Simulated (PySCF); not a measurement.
# A small calculation by hand: entropy of an ideal gas

SrF, SMILES [F][Sr+], charge +1.

Coordinates come from a B3LYP-D3(BJ)/def2-TZVPD optimisation. The spin state was assumed, not searched. The def2 effective core potentials stand for the cores of Sr; spin–orbit coupling is left out.

B3LYP-D3(BJ)/def2-TZVPD run with PySCF gives the harmonic wavenumbers 573 cm⁻¹ and the rotational temperature 0.3803 K. The molar mass is 106.62 g/mol, the symmetry number 1, the spin multiplicity 1.

**Question.** Work out the entropy at 298.15 K and 1 atm in the rigid-rotor, harmonic-oscillator model.

**Answer.** 
Translation (Sackur–Tetrode at 1 atm): S = R[1.5 ln M + 2.5 ln T − 1.16487] = 167.0 J/(mol K).
Rotation: q = T/(σ θ) = 784, S = R[ln q + 1] = 63.7 J/(mol K).
Vibration: with u = 1.4388 ν/T, each mode gives R[u/(e^u − 1) − ln(1 − e^−u)]:
| ν (cm⁻¹) | modes | u | S (J/(mol K)) |
|---|---|---|---|
| 573 | 1 | 2.77 | 2.09 |
These are all the modes. Sum 2.1 J/(mol K).
Spin: R ln 1 = 0.0 J/(mol K).
Total 232.8 J/(mol K); the program's own thermochemistry gives 232.8. Translation makes up 72 % and vibration 1 %. Anharmonicity, hindered rotation and orbital degeneracy are left out.
